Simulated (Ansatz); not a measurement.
Cost and result for the atomization energy of CH₄Ge (`[CH3][GeH]`) (6 atoms, 5 bonds).

Total charge 0; spin multiplicity 1. Correlated methods include outer-core shells of Ge, which these sets cover unevenly. Scalar relativity is left out up to krypton. All single points use the PBE0-D4/def2-TZVP geometry. Program: Ansatz. Hardware: A = 2 threads of an AMD EPYC 7R13 on a shared host; B = 2 threads of an AMD EPYC 7R13 on a shared host and a share of an NVIDIA H100 80 GB. Times are those of one run each, without the atoms' runs, and a repeat can differ threefold. Electronic energies, without spin–orbit coupling; frozen cores. CCSD(T)/CBS adds CCSD(T) − MP2 in def2-TZVPP to the MP2 limit, and its time is that of the two runs behind it. T1 = 0.011; the RHF reference is unstable towards UHF. With those shells the extrapolation isn't a true limit. B3LYP takes the VWN-RPA correlation (the form of Gaussian; ORCA's B3LYP/G).

CCSD(T)/CBS is a level of theory with its own doubt, some kJ/mol a heavy atom from the limit and from the frozen cores, so smaller differences don't rank the functionals.

```csv
level,functions,atomization (kcal/mol),difference from CCSD(T)/CBS,per bond
ωB97X-V/def2-TZVPP [A],135,446.5,-0.2,0.0
BHLYP-D4/def2-TZVPP [A],135,436.6,-10.1,-2.0
ωB97M-V/def2-TZVPP (with forces) [A],135,445.0,-1.7,-0.3
B3LYP-D4/def2-TZVPP (with forces) [A],135,446.3,-0.4,-0.1
r2SCAN-D4/def2-TZVPP (with forces) [A],135,444.2,-2.5,-0.5
CCSD(T)/def2-TZVPP [A],135,436.9,-9.8,-2.0
B97M-V/def2-TZVPP [A],135,448.2,1.5,0.3
CCSD(T)/def2-SVP [A],66,421.5,-25.2,-5.0
CCSD(T)/CBS(def2),–,446.7,0.0,0.0
PBE-QIDH/def2-TZVPP [A],135,440.0,-6.7,-1.3
LDA (SPW92)/def2-TZVPP [A],135,500.6,53.9,10.8
CCSD(T)/def2-QZVPP [B],266,442.5,-4.2,-0.9
revPBE-D4/def2-TZVPP [A],135,440.0,-6.7,-1.3
```

**Question.** Order the runs by time, with rough figures. (Estimate.)

**Answer.** Ansatz gave: BHLYP-D4/def2-TZVPP [A] 2.1 s; LDA (SPW92)/def2-TZVPP [A] 2.2 s; CCSD(T)/def2-SVP [A] 2.5 s; revPBE-D4/def2-TZVPP [A] 2.8 s; B3LYP-D4/def2-TZVPP (with forces) [A] 3.5 s; r2SCAN-D4/def2-TZVPP (with forces) [A] 3.9 s; PBE-QIDH/def2-TZVPP [A] 5.5 s; ωB97X-V/def2-TZVPP [A] 7 s; B97M-V/def2-TZVPP [A] 8 s; CCSD(T)/def2-QZVPP [B] 9 s; ωB97M-V/def2-TZVPP (with forces) [A] 9.5 s; CCSD(T)/def2-TZVPP [A] 21 s; CCSD(T)/CBS(def2) 30 s.

From PBE to PBE0 (25 % exact exchange), in def2-TZVPP and without D4, the atomization energy moves by −4.8 kcal/mol: exact exchange takes away binding that semilocal exchange gives to molecules. The D4 term adds +3.1 kcal/mol with B3LYP and +1.5 kcal/mol with PBE0; it sums over pairs of atoms, weighted by their polarisabilities, and B3LYP, whose exchange is more repulsive, gets the larger term. At CCSD(T), def2-SVP lies −25.2 kcal/mol from the extrapolated value and def2-TZVPP −9.8 kcal/mol: correlation converges slowly with the basis, and small sets miss more of it in the bonded molecule than in its fragments.
